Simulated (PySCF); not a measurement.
**HF beside CCSD(T) along group 14: bonds to Pb**

HF and CCSD(T) in PySCF with def2-SVP on every atom (core potentials on Sn, Pb), for the lowest determinant that a PBE0 search found; no spin–orbit coupling.

| molecule | state (unpaired electrons) | HF Re (Å) | HF ωe (cm⁻¹) | HF De (eV) | CCSD(T) Re (Å) | CCSD(T) ωe (cm⁻¹) | CCSD(T) De (eV) |
| --- | --- | --- | --- | --- | --- | --- | --- |
| SiPb | triplet (π ↑↑) | 2.552 | 358 | 0.84 | 2.620 | 308 | 2.04 |
| GePb | triplet (π ↑↑) | 2.611 | 234 | 0.77 | ? | ? | ? |
| SnPb | triplet (π ↑↑) | 2.794 | 185 | 0.64 | 2.865 | 161 | 1.83 |
| Pb2 | triplet (π ↑↑) | 2.860 | 153 | 0.49 | 2.936 | 133 | 1.74 |

Estimate the CCSD(T) values of GePb by adding the mean shift from HF to CCSD(T) of the other rows, and compare with the calculation.

The mean shifts are +7.2 pm, -31 cm⁻¹ and +1.21 eV, which give 2.683 Å, 203 cm⁻¹ and 1.98 eV. CCSD(T)/def2-SVP gives Re = 2.680 Å, ωe = 203 cm⁻¹, De = 1.99 eV.

What are the mean differences of HF from CCSD(T) over the whole series?

Re -7.1 pm, ωe +31 cm⁻¹, De -1.22 eV.

In a basis of this size CCSD(T) is itself not converged; it tends to give bonds that are too long and too weak.

Correlated steps freeze the inner cores (8 to 13 orbitals); shallow outer-core shells are correlated. Correlated levels converge slowly with the basis: in double zeta they bind strong bonds too weakly, by up to about 1 eV, and carry superposition errors of some tenths. Spin–orbit coupling is left out, which matters for elements this heavy, above all for dissociation energies. States were picked by a PBE0 search and need not be the measured ground states.
